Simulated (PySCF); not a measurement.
## Electron correlation in Zr (zirconium, neutral)

[Kr] 4d3 5s1, 5s spin antiparallel (an excited configuration). Calculation: PySCF 2.14, in x2c-TZVPPall; the spin-free X2C one-electron Hamiltonian (Gaussian nucleus). Frozen: [Kr]; 4 electrons correlated.

MP2 pair energies summed by pair of shells (mhartree):

```tsv
pair	energy	share (%)
4d-5s	-22.05	58.6
4d-4d	-15.61	41.4
```

Total MP2 correlation energy: -37.65 mhartree.

Same-spin part -15.61 and opposite-spin part -22.05 mhartree; SCS-MP2 scales them by 1/3 and 6/5 to -31.66 mhartree.
